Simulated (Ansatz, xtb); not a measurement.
# AlClGeHO: 5 structures ranked

5 gas-phase structures of AlClGeHO, found in a search over its isomers (lower ones may exist). Each was relaxed with GFN2-xTB; where two conformers were screened, the lower at r2SCAN-D4/def2-SVP is listed:

A. `[OH][Al][Ge][Cl]`, a doublet
B. `[Cl][Al][O][GeH]`, a doublet
C. a doublet given by its coordinates
D. a doublet given by its coordinates
E. `[AlH][O][Ge][Cl]`, a doublet

C (Å):

```yaml
atoms:
  - { symbol: Al, position_ang: [-1.8893, -0.0302, -0.0748] }
  - { symbol: Cl, position_ang: [-2.7996, 1.7384, 0.3026] }
  - { symbol: Ge, position_ang: [1.4547, -0.3316, -0.9363] }
  - { symbol: O, position_ang: [-0.2759, -0.1483, -0.4875] }
  - { symbol: H, position_ang: [-2.6115, -1.3568, -0.0069] }
```

Close contacts (Å): Al1–Cl2 2.02, Al1–O4 1.67, Ge3–O4 1.80, Al1–H5 1.51.

D (Å):

```csv
atom,x (Å),y (Å),z (Å)
Al,-1.1327,-0.3195,-0.5697
Cl,0.5040,-1.4982,-0.3894
Ge,-1.5565,1.7643,1.0449
O,-2.0203,0.0842,0.8501
H,-1.9248,-0.0753,-1.8491
```

Close contacts (Å): Al1–Cl2 2.03, Al1–Ge3 2.67, Al1–O4 1.72, Ge3–O4 1.75, Al1–H5 1.52.

Q: Which do you expect lowest at r2SCAN-D4/def2-SVP, and how would the others follow?

A: Calculated order at r2SCAN-D4/def2-SVP: C (0.0), D (2.0), B (15.9), E (17.0), A (25.1) kcal/mol.

Energies above the lowest of each column, in kcal/mol; the last columns are at PBE-D3(BJ)/def2-SVP geometries and were run for some of them only (a dash: not run or not comparable):

```csv
structure,GFN2-xTB,HF/STO-3G,r2SCAN-D4/def2-SVP,PBE-D3(BJ)/def2-SVP,CCSD(T)/def2-SVP + ΔMP2/def2-TZVPP
C,0.0,1.9,0.0,0.1,0.0
D,7.6,0.0,2.0,0.0,2.2
B,10.3,32.8,15.9,14.6,–
E,5.0,32.8,17.0,–,–
A,27.4,52.0,25.1,–,–
```

CCSD(T)/def2-SVP + ΔMP2/def2-TZVPP puts C lowest of those it was run on; HF/STO-3G picks D. Some further structures that were screened fall inside this span and aren't listed. Flexible structures stand in one conformer each, not always the lowest. Frequencies (PBE-D3(BJ)/def2-SVP) were run for C, D alone. Open shells are spin-unrestricted. ΔMP2 is the change of the MP2 energy from the smaller to the larger basis.

Over these structures GFN2-xTB departs from r2SCAN-D4/def2-SVP by 5.5 kcal/mol on average once a common shift is removed. A GFN2-xTB relaxation took about 0.37 s and the r2SCAN-D4/def2-SVP energy about 4.5 s on a shared host (Ansatz 0.2.0, xtb 6.7.1).
